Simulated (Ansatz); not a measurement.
A nudged elastic band was laid between two geometries of CH₇BOSi (11 atoms, charge 0, multiplicity 1).

Level of theory: RKS PBE0-D4/6-31G* (Ansatz 0.2.0).

- movable images: 7
- climbing image: yes
- spring: 5.0 eV/Å²
- optimiser: quadratic models (default)
- start path: through a guess of the saddle point
- force threshold: 0.05 eV/Å
- iteration limit: 48
- end points: relaxed

Initial state:

```xyz
11
Properties=species:S:1:pos:R:3
C -1.639 1.184 -0.646
O -0.345 0.793 -0.219
B -0.040 -0.485 0.061
Si 1.847 -0.920 0.664
H -1.554 1.658 -1.628
H -2.035 1.915 0.064
H -2.315 0.324 -0.708
H -0.896 -1.332 -0.056
H 1.826 -1.554 2.018
H 2.475 -1.912 -0.261
H 2.741 0.273 0.731
```

Final state:

```xyz
11
Properties=species:S:1:pos:R:3
C -1.863 0.943 -0.381
O -0.777 0.330 0.292
B 0.315 -0.104 -0.359
Si 1.804 -0.965 0.715
H -1.680 1.004 -1.460
H -2.004 1.948 0.027
H -2.767 0.357 -0.192
H 0.376 0.033 -1.560
H 1.519 -1.039 2.178
H 2.062 -2.355 0.227
H 3.081 -0.208 0.534
```

Question: Which bonds break or form, and what moves?

Answer: No bond is made or broken. The dihedral H7–C1–O2–B3 goes from 0 to 121°. The two ends are copies of one structure, up to a mirror image or an exchange of like atoms.

Question: What energy profile does the band end with?

Answer: The forces met the threshold. The highest image is number 4 of 0 to 8, 5.6 kJ/mol above the ends, which have the same energy within 2 meV. A vibrational analysis at the climbing image gives 2 clearly imaginary modes (153i, 69i cm⁻¹): a point of higher order, so a lower path passes nearby.

| image | path coordinate (Å) | energy (kJ/mol) | dihedral H7–C1–O2–B3 (°) |
| --- | --- | --- | --- |
| 0 | 0.00 | 0.0 | 0 |
| 1 | 0.50 | 0.2 | 0 |
| 2 | 1.01 | 1.5 | 15 |
| 3 | 1.51 | 4.1 | 37 |
| 4 | 2.02 | 5.6 | 60 |
| 5 | 2.52 | 4.3 | 82 |
| 6 | 3.02 | 1.5 | 105 |
| 7 | 3.52 | 0.2 | 122 |
| 8 | 4.03 | 0.0 | 121 |

Question: What is the geometry of the highest image?

Answer: 
```xyz
11
Properties=species:S:1:pos:R:3
C -1.719 1.136 -0.433
O -0.508 0.687 0.163
B 0.097 -0.435 -0.268
Si 1.825 -0.947 0.672
H -1.569 1.355 -1.494
H -2.026 2.048 0.084
H -2.504 0.380 -0.330
H -0.403 -1.064 -1.171
H 1.606 -1.118 2.140
H 2.409 -2.219 0.154
H 2.857 0.121 0.503
```

The run took 3.5 min on 1 thread of Arm Neoverse V2, on a shared host, peak memory 0.15 GiB.
